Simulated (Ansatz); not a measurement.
Consider the substitution at a C–S bond: `NC(S)[SiH2]Cl` + H–F → `NC(F)[SiH2]Cl` + H₂S.

Isolated molecules relaxed with PBE0-D4/def2-TZVP in Ansatz; ΔE leaves out vibrations. CCSD(T)/CBS adds triple-zeta CCSD(T) − MP2 to the extrapolated MP2 energy (def2 sets, frozen cores). This one scheme is used for every species. DFT in def2-TZVPP. Each species was taken in one conformer, which may not be the lowest.

```csv
species,ωB97X-V energy (Eh)
`NC(S)[SiH2]Cl`,-1244.27010
H–F,-100.45411
`NC(F)[SiH2]Cl`,-945.38202
H₂S,-399.34253
```

**Question.** Work out ΔE.

**Answer.** ΔE = (-945.38202) + (-399.34253) − (-1244.27010) − (-100.45411) = -0.00034 Eh = -0.2 kcal/mol. CCSD(T)/CBS gives +4.4 kcal/mol.

Largest T1 diagnostic among the species: 0.011.

The D4 term adds +2.9 kcal/mol with B3LYP and +1.5 kcal/mol with PBE0; it sums over pairs of atoms, weighted by their polarisabilities, and B3LYP, whose exchange is more repulsive, gets the larger term. In def2-TZVPP, CCSD(T) changes the Hartree–Fock value by +6.7 kcal/mol (the triples alone add +1.0 kcal/mol) and MP2 by +9.9 kcal/mol.

B3LYP here is the variant with VWN-RPA as its local correlation; programs differ in this.
